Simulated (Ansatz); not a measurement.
Relaxation of Cl4FHOTa (8 atoms, charge 0, multiplicity 2), to a largest force component of 0.03 eV/Å in at most 50 steps.

The calculation used UKS PBE/def2-SVP in Ansatz 0.2.0.

```xyz
8
Properties=species:S:1:pos:R:3:forces:R:3
Ta -0.219 -0.014 0.044 0.09 -0.21 -0.16
Cl 2.121 0.103 0.814 0.02 0.00 -0.20
Cl -0.070 -0.137 2.525 0.01 -0.02 0.06
O 0.543 -0.349 -1.526 -0.21 0.10 0.13
H 1.858 -0.342 -1.750 1.39 0.09 -0.21
Cl -1.266 1.989 -0.269 -0.03 0.09 -0.03
Cl -1.761 -1.716 -0.019 -0.08 0.01 0.11
F 2.930 -0.244 -1.726 -1.18 -0.05 0.30
```

Problem. Where does it end, and by what steps?

Solution. The forces met the threshold. After 18 steps the energy has fallen by 0.386 eV; Cl3 moved furthest, 1.21 Å.

```
step  energy less start (eV)  largest force component (eV/Å)  accepted
   0                  0.0000                           1.386       yes
   1                 -0.0167                           1.210       yes
   2                 -0.0383                           1.252       yes
   3                 -0.0497                           1.147       yes
   4                 -0.0910                           0.947       yes
   5                 -0.1243                           2.122       yes
   6                 -0.1596                           0.391       yes
   7                 -0.1979                           0.177       yes
   8                 -0.2239                           0.382       yes
   9                 -0.2387                           0.615       yes
  10                 -0.2859                           0.559       yes
  11                 -0.3246                           0.582       yes
  12                 -0.3534                           0.302       yes
  13                 -0.3748                           0.195       yes
  14                 -0.3795                           0.188       yes
  15                 -0.3837                           0.156       yes
  16                 -0.3847                           0.069       yes
  17                 -0.3853                           0.039       yes
  18                 -0.3855                           0.019       yes
```

```xyz
8
Properties=species:S:1:pos:R:3
Ta -0.160 -0.144 0.066
Cl 1.673 0.923 1.370
Cl 0.360 -1.240 2.255
O 0.583 -1.160 -1.128
H 2.002 -0.375 -1.873
Cl -0.590 1.875 -0.970
Cl -2.312 -0.965 0.290
F 2.579 0.375 -1.919
```

Whether the end is a true minimum wasn't checked by a vibrational analysis.

Run time: 110 s on 4 threads of Arm Neoverse V1, on a shared host, peak memory 0.31 GiB.
